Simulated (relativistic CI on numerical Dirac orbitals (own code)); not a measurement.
# Ni⁴⁺ in a cubic cluster: L2,3 absorption with charge transfer

Computed with a charge-transfer multiplet model of a cubic metal-ligand cluster with up to 3 ligand holes, Slater and spin-orbit integrals from Dirac-Coulomb-Breit ions, Slater integrals scaled by 0.8. The ground state mixes d6 with configurations of k ligand holes L, whose averages lie at kΔ + k(k − 1)U_dd/2; a core hole lowers each added d electron by U_cd. 300 K, Lorentzian 0.4 eV and Gaussian 0.3 eV FWHM.

Atomic integrals in eV (Slater integrals scaled, ζ unscaled), ground: F2dd 11.354, F4dd 7.124, zeta_d 0.099; with the core hole: F2dd 11.936, F4dd 7.492, zeta_d 0.124, zeta_core 11.400, F2cd 7.214, G1cd 5.576, G3cd 3.173.

Cluster parameters (eV): Δ = -0.1, U_dd = 6.6, U_cd = 8.4, 10Dq(ligand) = 1.4, V(eg) = 2.7, V(t2g) = -1.48, final-state hopping factor = 0.8.

```tsv
Case	n_d	d6	d7L	d8L2	d9L3	S
10Dq = 1.2 eV	6.93	0.26	0.56	0.17	0.01	0.08
10Dq = 1.5 eV	6.91	0.27	0.55	0.16	0.01	0.05
10Dq = 1.8 eV	6.90	0.28	0.55	0.16	0.01	0.03
10Dq = 2.1 eV	6.88	0.29	0.55	0.15	0.01	0.03
10Dq = 3 eV	6.83	0.32	0.53	0.14	0.01	0.01
```

Weights, n_d and S are thermal averages at 300 K. Photon energies count from the first peak over 30 % of the highest in each spectrum, which can be another peak from case to case. The parameters are a model scan and need not match a compound or its usual spin state. Peaks in eV (height, largest 100):
- 10Dq = 1.2 eV: -1.7 (5), 0.0 (100), 2.0 (28), 17.1 (51), 18.5 (18)
- 10Dq = 1.5 eV: 0.0 (100), 2.3 (27), 3.3 (13), 17.1 (58), 18.7 (14)
- 10Dq = 1.8 eV: 0.0 (100), 2.5 (27), 3.5 (12), 17.2 (61), 19.0 (12)
- 10Dq = 2.1 eV: 0.0 (100), 2.6 (24), 3.7 (10), 17.1 (60), 19.1 (9)
- 10Dq = 3 eV: 0.0 (100), 2.6 (17), 3.4 (8), 4.1 (6), 17.0 (60), 19.9 (5)

For the case 10Dq = 2.1 eV, Δ = -0.1 eV is smaller than U_dd = 6.6 eV, the charge-transfer side of the Zaanen-Sawatzky-Allen scheme (negative Δ: between configuration averages a ligand hole costs less than the nominal valence; multiplet and field energies can change this for the lowest states). With the core hole the configuration with one ligand hole lies at Δ + U_dd − U_cd = -1.9 eV from the one without, against Δ in the ground state.
